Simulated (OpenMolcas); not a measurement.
Mo3+: moving the ligands

Mo3+ with 6 ligands (fluoride) in octahedral coordination (Oh) at 2 Å. A charge of +0.5 e stands 2.8 Å behind each ligand. Ligand basis ANO-RCC-VDZP.

| Quantity | Value |
| --- | --- |
| Program | OpenMolcas 26.06 |
| Method | CASSCF |
| Basis | ANO-RCC-VTZP [7s6p4d2f1g] |
| Scalar Hamiltonian | DKH2, point nucleus |
| Active space | 3 electrons in 5 orbitals (4d) |
| State averaging | 2S+1 = 4 even, 10 roots; 2S+1 = 2 even, 40 roots |
| Spin-orbit coupling | RASSI with atomic mean-field integrals over the reference wave functions |

Runs around this geometry, states (labels of O, the rotations of Oh). Energies in cm-1 above the lowest state or level, χT in cm3 K/mol; 10Dq and B are least-squares fits to the states below 45000 cm-1, weighted by degeneracy, with a free offset, and given where the rms deviation is under 5 % of |10Dq| (or 100 cm-1) and under 700 cm-1.

```tsv
R (Å)	Ground state	First state of that spin	10Dq	B (rms of fit)	First gap with spin-orbit (degeneracies)	χT at 300 K	First state of another spin
1.92	4A2	4T2 31698	31645	721 (55)	14743 (4, 4)	1.795	2E 14785
2	4A2	4T2 26071	25890	741 (79)	14719 (4, 4)	1.774	2E 14784
2.06	4A2	4T2 22509	22337	732 (80)	14690 (4, 4)	1.755	2E 14785
```

Taking |10Dq| as R^-n, n = -ln(22337 / 31645) / ln(2.06 / 1.92) = 4.9 between the shortest and longest distance. The point-charge formula for a cubic d site gives n = 5.

Without dynamic correlation the repulsion within the d shell is too large (B by tens of per cent), so at a given field states of lower spin stand too high. With metal d orbitals alone the field can be off either way by tens of per cent. Ligand-to-metal charge-transfer states are missing. With no ligand orbital active B as a rule stays too high, so bands that hang on it stand too high and its fall with covalency is understated. The least metal-like active orbital is 81 % on the metal (Löwdin) and no ligand orbital is active, so the numbers are rough (holds for R = 1.92). The least metal-like active orbital is 83 % on the metal (Löwdin) and no ligand orbital is active, so the numbers are rough (holds for R = 2). The least metal-like active orbital is 85 % on the metal (Löwdin) and no ligand orbital is active, so the numbers are rough (holds for R = 2.06). No measured value stands beside these numbers; the geometry is a model, was not optimised and need not be the one that this ion takes.
